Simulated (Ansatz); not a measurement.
Cartesian coordinates in Å:
```
O -1.898 -0.648 -0.396
Si -0.763 0.513 -0.307
O -0.760 1.564 -1.552
O -1.030 1.382 1.042
O 0.655 -0.282 -0.300
Si 1.645 -1.239 0.554
F 2.714 -0.328 1.308
H -2.806 -0.382 -0.247
H -0.402 1.264 -2.388
H -0.644 2.257 1.084
H 2.388 -2.106 -0.383
H 0.903 -1.995 1.585
```

The species carries charge 0 and has multiplicity 1.

Q: List the PBE/def2-TZVPP orbital energies in eV (the Gaussian-basis code of Ansatz). (Best estimate.)

A: Ansatz gave: Occupied: -1781.11, -1780.87, -659.75, -510.55, -510.46, -510.45, -510.42, -138.60, -138.44, -95.37, -95.35, -95.34, -95.23, -95.18, -95.12, -29.50, -26.02, -25.05, -25.02, -24.87, -15.08, -13.77, -13.21, -12.97, -12.03, -10.89, -10.78, -9.87, -9.69, -9.28, -9.18, -8.85, -8.61, -8.30, -8.00, -7.63, -7.44. Lowest empty: -0.64, -0.07, 0.52, 0.64, 0.70, 1.38, 2.38, 2.59.
